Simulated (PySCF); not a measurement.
**Ionisation energy along the 4-electron series**

Calculated with PySCF 2.14 and a two-component X2C-1e Hamiltonian (Gaussian nucleus, no Breit or QED terms), each ion in its own even-tempered basis scaled to its charge; GMP2 freezes nothing and drops the highest virtual spinors. Values in eV. NIST values: (m) measured, (s) semi-empirical, (t) theoretical.

| ion | configuration | GMP2 (spin-free) | GHF (screened spin-orbit) | GMP2 (screened spin-orbit) | NIST |
| --- | --- | --- | --- | --- | --- |
| Ag⁴³⁺ | [He] 2s2 | 7086.9 | 7081.1 | 7087.3 | 7082 ± 7 (s) |
| In⁴⁵⁺ | [He] 2s2 | 7760.1 | 7754.3 | 7760.6 | 7754 ± 7 (s) |

(1) Fill in the row of Cd⁴⁴⁺.

Results:

(1) configuration: [He] 2s2; GMP2 (spin-free): 7419.3; GHF (screened spin-orbit): 7413.5; GMP2 (screened spin-orbit): 7419.6; NIST: 7414 ± 7 (s).
